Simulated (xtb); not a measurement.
C$_{3}$H$_{6}$O, charge -1, doublet, from a rough starting geometry (a state made from the parent by changing its charge; the spin is typed, not shown lowest); GFN2-xTB run with xtb.

xtb was given this input:
```
$ xtb mol.xyz --gfn 2 --chrg -1 --uhf 1 --opt vtight --json

# file mol.xyz
10

C     -1.29838490    -0.09912329    -0.23708909
C     -0.02609962    -0.01117216     0.63631670
C      1.26814356     0.05845384    -0.12975177
O     -0.12859359    -0.00740380     1.84177987
H     -1.18379852    -0.99729333    -0.88515569
H     -1.29240707     0.72273530    -0.86587520
H     -2.18560849    -0.12145606     0.37799484
H      2.11265673     0.15952272     0.58555446
H      1.40428103    -0.75600175    -0.73251873
H      1.28972382     0.93781122    -0.72741535
```

Output, abridged:

```
   ID    Z sym.   atoms
    1    6 C      1-3
    2    8 O      4
    3    1 H      5-10

           -------------------------------------------------
          |                Calculation Setup                |
           -------------------------------------------------

           -------------------------------------------------
          |                 G F N 2 - x T B                 |
           -------------------------------------------------

          ...................................................
          :                      SETUP                      :
          :.................................................:
          :  # basis functions                  22          :
          :  # atomic orbitals                  22          :
          :  # shells                           14          :
          :  # electrons                        25          :
          :  max. iterations                   250          :
          :  Hamiltonian                  GFN2-xTB          :
          :  restarted?                      false          :
          :  GBSA solvation                  false          :
          :  PC potential                    false          :
          :  electronic temp.          300.0000000     K    :
          :  accuracy                    1.0000000          :
          :  -> integral cutoff          0.2500000E+02      :
          :  -> integral neglect         0.1000000E-07      :
          :  -> SCF convergence          0.1000000E-05 Eh   :
          :  -> wf. convergence          0.1000000E-03 e    :
          :  Broyden damping             0.4000000          :
          :  net charge                         -1          :
          :  unpaired electrons                  1          :
          ...................................................

 iter      E             dE          RMSdq      gap      omega  full diag
   1    -13.7497849 -0.137498E+02  0.386E+00    7.73       0.0  T
   2    -13.8052932 -0.555084E-01  0.154E+00    6.79       1.0  T
   3    -13.8058380 -0.544789E-03  0.834E-01    6.74       1.0  T
   4    -13.8060365 -0.198484E-03  0.157E-01    6.70       1.0  T
   5    -13.8060496 -0.131149E-04  0.572E-02    6.74       1.0  T
   6    -13.8060514 -0.180325E-05  0.177E-02    6.75       1.8  T
   7    -13.8060517 -0.310760E-06  0.382E-03    6.75       8.3  T
   8    -13.8060518 -0.257866E-07  0.172E-03    6.75      18.4  T
   9    -13.8060518 -0.925935E-08  0.324E-04    6.75      97.6  T
  10    -13.8060518 -0.106478E-09  0.127E-04    6.75     248.0  T

   *** convergence criteria satisfied after 10 iterations ***

         :::::::::::::::::::::::::::::::::::::::::::::::::::::
         ::                     SUMMARY                     ::
         :::::::::::::::::::::::::::::::::::::::::::::::::::::
         :: total energy             -13.620281167160 Eh    ::
         :: gradient norm              0.227083169845 Eh/a0 ::
         :: HOMO-LUMO gap              6.750994970139 eV    ::
         ::.................................................::
         :: SCC energy               -13.806050298785 Eh    ::
         :: -> isotropic ES            0.179303178796 Eh    ::
         :: -> anisotropic ES          0.009389425379 Eh    ::
         :: -> anisotropic XC          0.000192973574 Eh    ::
         :: -> dispersion             -0.005147830757 Eh    ::
         :: repulsion energy           0.185769131625 Eh    ::
         :: add. restraining           0.000000000000 Eh    ::
         :: total charge              -1.000000000000 e     ::
         :::::::::::::::::::::::::::::::::::::::::::::::::::::

      -----------------------------------------------------------
     |                   =====================                   |
     |                        A N C O P T                        |
     |                   =====================                   |
     |               Approximate Normal Coordinate               |
     |                Rational Function Optimizer                |
      -----------------------------------------------------------
      -----------------------------------------------------------
     |                   =====================                   |
     |                        A N C O P T                        |
     |                   =====================                   |
     |               Approximate Normal Coordinate               |
     |                Rational Function Optimizer                |
      -----------------------------------------------------------

          ...................................................
          :                      SETUP                      :
          :.................................................:
          :   optimization level         verytight          :
          :   max. optcycles                   200          :
          :   ANC micro-cycles                  20          :
          :   degrees of freedom                24          :
          :.................................................:
          :   RF solver                   davidson          :
          :   write xtbopt.log                true          :
          :   linear?                        false          :
          :   energy convergence         0.1000000E-06 Eh   :
          :   grad. convergence          0.2000000E-03 Eh/α :
          :   maxmium RF displ.          1.0000000          :
          :   Hlow (freq-cutoff)         0.1000000E-01      :
          :   Hmax (freq-cutoff)         5.0000000          :
          :   S6 in model hess.         20.0000000          :
          ...................................................

generating ANC from exact Hessian ...
Using Lindh-Hessian (1995)
 Shifting diagonal of input Hessian by    1.2278180611302904E-003
 Lowest  eigenvalues of input Hessian
    0.000000    0.000000    0.000000    0.000000    0.000000    0.000000
    0.010000    0.011566    0.019447    0.049503    0.056905    0.059852
[...]
 * total energy  :   -13.6467684 Eh     change       -0.5863323E-03 Eh
 * total energy  :   -13.6468592 Eh     change       -0.9078111E-04 Eh
 * total energy  :   -13.6469768 Eh     change       -0.1176644E-03 Eh
 * total energy  :   -13.6470304 Eh     change       -0.5359597E-04 Eh
 * total energy  :   -13.6471197 Eh     change       -0.8922507E-04 Eh
 * total energy  :   -13.6471831 Eh     change       -0.6348184E-04 Eh
 * total energy  :   -13.6472334 Eh     change       -0.5025483E-04 Eh
 * total energy  :   -13.6472650 Eh     change       -0.3155537E-04 Eh
 * total energy  :   -13.6472766 Eh     change       -0.1165573E-04 Eh
 * total energy  :   -13.6472784 Eh     change       -0.1793184E-05 Eh
 * total energy  :   -13.6472787 Eh     change       -0.2655506E-06 Eh
 * total energy  :   -13.6472789 Eh     change       -0.1884626E-06 Eh
 * total energy  :   -13.6472789 Eh     change       -0.5652307E-07 Eh
   *** GEOMETRY OPTIMIZATION CONVERGED AFTER 23 ITERATIONS ***
[...]
   3    -13.7851616 -0.888178E-14  0.175E-06    8.13   18108.7  T

   *** convergence criteria satisfied after 3 iterations ***

         :::::::::::::::::::::::::::::::::::::::::::::::::::::
         ::                     SUMMARY                     ::
         :::::::::::::::::::::::::::::::::::::::::::::::::::::
         :: total energy             -13.647278918396 Eh    ::
         :: gradient norm              0.000069835018 Eh/a0 ::
         :: HOMO-LUMO gap              8.128268251084 eV    ::
         ::.................................................::
         :: SCC energy               -13.785159813903 Eh    ::
         :: -> isotropic ES            0.179143554513 Eh    ::
         :: -> anisotropic ES          0.012509259532 Eh    ::
         :: -> anisotropic XC          0.002149946347 Eh    ::
         :: -> dispersion             -0.005135109399 Eh    ::
         :: repulsion energy           0.137880895507 Eh    ::
         :: add. restraining           0.000000000000 Eh    ::
         :: total charge              -1.000000000000 e     ::
         :::::::::::::::::::::::::::::::::::::::::::::::::::::

           -------------------------------------------------
          |                Property Printout                |
           -------------------------------------------------

    * Orbital Energies and Occupations

         #    Occupation            Energy/Eh            Energy/eV
      -------------------------------------------------------------
         1        2.0000           -0.3999715             -10.8838
         2        2.0000           -0.3891052             -10.5881
         3        2.0000           -0.3815383             -10.3822
         4        2.0000           -0.3141601              -8.5487
         5        2.0000           -0.2953294              -8.0363
         6        2.0000           -0.2893141              -7.8726
         7        2.0000           -0.2833328              -7.7099
         8        2.0000           -0.2751788              -7.4880
         9        2.0000           -0.2360394              -6.4230
        10        2.0000           -0.2144463              -5.8354
        11        2.0000           -0.1721859              -4.6854
        12        2.0000           -0.1112049              -3.0260
        13        1.0000            0.0100749               0.2742 (HOMO)
        14                          0.3087833               8.4024 (LUMO)
        15                          0.3383046               9.2057
        16                          0.3483240               9.4784
        17                          0.3685888              10.0298
        18                          0.3753815              10.2147
        19                          0.3835954              10.4382
        20                          0.3949899              10.7482
        21                          0.4846677              13.1885
        22                          0.6481761              17.6378
      -------------------------------------------------------------
                  HL-Gap            0.2987084 Eh            8.1283 eV
             Fermi-level            0.0544321 Eh            1.4812 eV

     #   Z          covCN         q      C6AA      α(0)
     1   6 C        3.747    -0.075    22.004     6.691
     2   6 C        2.805     0.031    27.296     8.559
     3   6 C        3.747    -0.075    22.004     6.691
     4   8 O        0.855    -0.677    28.100     7.107
     5   1 H        0.921    -0.046     3.987     3.123
     6   1 H        0.923    -0.044     3.959     3.112
     7   1 H        0.924    -0.012     3.268     2.827
     8   1 H        0.924    -0.012     3.270     2.828
     9   1 H        0.921    -0.046     3.987     3.123
    10   1 H        0.923    -0.044     3.957     3.111

 Mol. C6AA /au·bohr⁶  :        986.447401
 Mol. C8AA /au·bohr⁸  :      20242.471301
 Mol. α(0) /au        :         47.171057

Wiberg/Mayer (AO) data.
largest (>0.10) Wiberg bond orders for each atom

 ---------------------------------------------------------------------------
     #   Z sym  total        # sym  WBO       # sym  WBO       # sym  WBO
 ---------------------------------------------------------------------------
     1   6 C    3.969 --     7 H    0.989     6 H    0.982     2 C    0.977
                             5 H    0.965
     2   6 C    3.486 --     4 O    1.485     3 C    0.977     1 C    0.977
     3   6 C    3.969 --     8 H    0.989    10 H    0.982     2 C    0.977
                             9 H    0.965
     4   8 O    1.612 --     2 C    1.485
     5   1 H    0.997 --     1 C    0.965
     6   1 H    0.998 --     1 C    0.982
     7   1 H    1.000 --     1 C    0.989
     8   1 H    1.000 --     3 C    0.989
     9   1 H    0.997 --     3 C    0.965
    10   1 H    0.998 --     3 C    0.982
 ---------------------------------------------------------------------------

Topologies differ in total number of bonds
Writing topology from bond orders to xtbtopo.mol

molecular dipole:
                 x           y           z       tot (Debye)
 q only:        0.094       0.420      -2.095
   full:        0.126       0.327      -2.562       6.573
molecular quadrupole (traceless):
                xx          xy          yy          xz          yz          zz
 q only:        2.618      -0.299       5.061       0.433       2.222      -7.679
  q+dip:        4.345      -0.204       5.295       0.624       2.480      -9.641
   full:        4.169      -0.220       5.388       0.615       2.411      -9.557

optimized geometry written to: xtbopt.xyz

           -------------------------------------------------
          | TOTAL ENERGY              -13.647278918396 Eh   |
          | GRADIENT NORM               0.000069835018 Eh/α |
          | HOMO-LUMO GAP               8.128268251084 eV   |
           -------------------------------------------------

normal termination of xtb
```
